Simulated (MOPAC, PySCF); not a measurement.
CF₂, SMILES `F[C]F` (lower singlet), neutral singlet in the gas phase. This singlet lies 2.48 eV below the relaxed triplet at the level composite: frozen-core CCSD(T) with HF/cc-pVQZ and the correlation energy extrapolated as X^-3 from cc-pVTZ and cc-pVQZ, plus CCSDT(Q) minus CCSD(T) in cc-pVDZ // PBE0-D3(BJ)/def2-TZVP (Ansatz).

Cartesian coordinates (Å):
```xyz
3

F      1.0264    -0.2635     0.0000
C     -0.0002     0.5275     0.0000
F     -1.0263    -0.2641     0.0000
```
Charge 0, spin multiplicity 1.

All levels are single points at this geometry (PBE0-D3(BJ)/def2-TZVP); Pople sets use spherical d functions. Orbital energies aren't observables, and empty levels follow the basis.

B3LYP/3-21G in PySCF gives HOMO (eV) = -7.68.

Problem. Estimate the HOMO (eV) from each of these levels: PBE0-D3(BJ)/def2-TZVP in PySCF; B3LYP/6-31G* in PySCF; BP86/6-31G* in PySCF; M06-2X/6-31G* in PySCF; PBE/6-31G* in PySCF; HF/6-31G* in PySCF; HF/STO-3G in PySCF; PM7 in MOPAC.

Solution. 
```tsv
level	HOMO (eV)
PBE0-D3(BJ)/def2-TZVP in PySCF	-8.77
B3LYP/6-31G* in PySCF	-7.89
BP86/6-31G* in PySCF	-6.51
M06-2X/6-31G* in PySCF	-9.76
PBE/6-31G* in PySCF	-6.36
HF/6-31G* in PySCF	-12.66
HF/STO-3G in PySCF	-9.04
PM7 in MOPAC	-12.60
```
